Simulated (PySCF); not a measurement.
Members of one series of related molecules.

All values: PBE0/pcSseg-1 (PySCF) at GFN2-xTB geometries, gas phase, one conformer each.

Problem. Rank by dipole moment, highest first.
A. `[CH3:1][C:2](=[O:3])[c:4]1[cH:5][p:6][cH:7][cH:8][c:9]1[SiH3:10]` with C1–C2–C4–C5 1°
B. `[CH2:1]=[CH:2][c:3]1[cH:4][cH:5][p:6][cH:7][c:8]1[C:9]([CH3:10])=[O:11]` with C1–C2–C3–C4 28°, C7–C8–C9–C10 -102°
C. `[CH3:1][C:2](=[O:3])[c:4]1[cH:5][p:6][cH:7][cH:8][c:9]1[CH3:10]` with C1–C2–C4–C5 -48°

Solution. B (3.36 D), A (2.56 D), C (1.82 D).

Problem. Rank by HOMO energy, lowest first.
A. `CC(=O)c1c(C=C)ccpc1`
B. `CC(=O)C1=C(C)C=C(F)P=C1`
C. `O=C(c1c([SiH3])ccpc1)C`

Solution. C (-7.55 eV), B (-7.22 eV), A (-6.95 eV).

All values together:

| SMILES | change | formula | μ (D) | HOMO (eV) | LUMO (eV) | lowest IAO charge (e) | highest IAO charge (e) | lowest Hirshfeld charge (e) | highest Hirshfeld charge (e) |
| --- | --- | --- | --- | --- | --- | --- | --- | --- | --- |
| CC(=O)c1cpccc1C | parent | C8H9OP | 1.82 | -7.12 | -1.78 | -0.480 (C) | +0.386 (C) | -0.215 (O) | +0.173 (C) |
| CC(=O)c1cpccc1[SiH3] | CH3 replaced by SiH3 | C7H9OPSi | 2.56 | -7.55 | -2.44 | -0.470 (C) | +0.630 (Si) | -0.154 (O) | +0.261 (Si) |
| CC(=O)c1cpc(F)cc1C | H replaced by F | C8H8FOP | 2.54 | -7.22 | -1.85 | -0.475 (C) | +0.391 (C) | -0.218 (O) | +0.175 (C) |
| C=Cc1ccpcc1C(C)=O | CH3 replaced by vinyl | C9H9OP | 3.36 | -6.95 | -2.13 | -0.478 (C) | +0.389 (C) | -0.227 (O) | +0.172 (C) |

Conformers: `[CH3:1][C:2](=[O:3])[c:4]1[cH:5][p:6][cH:7][cH:8][c:9]1[CH3:10]` with C1–C2–C4–C5 -48°; `[CH3:1][C:2](=[O:3])[c:4]1[cH:5][p:6][cH:7][cH:8][c:9]1[SiH3:10]` with C1–C2–C4–C5 1°; `[CH3:1][C:2](=[O:3])[c:4]1[cH:5][p:6][c:7]([F:8])[cH:9][c:10]1[CH3:11]` with C1–C2–C4–C5 -65°; `[CH2:1]=[CH:2][c:3]1[cH:4][cH:5][p:6][cH:7][c:8]1[C:9]([CH3:10])=[O:11]` with C1–C2–C3–C4 28°, C7–C8–C9–C10 -102°.

Problem. Give the shifts from the parent, `CC(=O)c1cpccc1C`.

Solution. 
| SMILES | change in μ (D) | change in HOMO (eV) | change in LUMO (eV) |
| --- | --- | --- | --- |
| CC(=O)c1cpccc1[SiH3] | +0.74 | -0.43 | -0.66 |
| CC(=O)c1cpc(F)cc1C | +0.72 | -0.10 | -0.07 |
| C=Cc1ccpcc1C(C)=O | +1.54 | +0.17 | -0.35 |
